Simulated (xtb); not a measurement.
F3GeH3OSi, SMILES [Ge]([F])([F])([F])[O][SiH3]. All values are semi-empirical tight-binding results from xtb (GFN2-xTB unless named), good for trends rather than for accurate numbers. The structure is a stationary point at GFN2-xTB. Other conformers were not sampled.

Optimised geometry:

```xyz
9

F      1.5460    -0.3410    -1.2804
Ge     0.6034     0.0754     0.0536
F      1.4428    -0.4364     1.4208
F      0.5597     1.7685     0.1002
O     -0.8932    -0.6213    -0.0158
Si    -2.5302    -0.3801    -0.2136
H     -2.7281     0.2474    -1.5194
H     -2.9775     0.4784     0.8823
H     -2.9713    -1.7677    -0.1265
```

A frequency run showed that this geometry is not a minimum.

For metal compounds this method's bond lengths and energies can be far off.

```
Quantity      Result
-----------  -------
orbital gap  5.77 eV
```

### Question
Give the atomic charges and the Wiberg bond orders between heavy atoms. (An estimate is asked for; the answer gives what the named calculation found.)

### Answer
charges (e) F1 -0.19, Ge2 0.55, F3 -0.19, F4 -0.20, O5 -0.39, Si6 0.54, H7 -0.04, H8 -0.04, H9 -0.03. Bond orders F1–Ge2 1.11, Ge2–F3 1.11, Ge2–F4 1.09, Ge2–O5 1.22, O5–Si6 0.83.
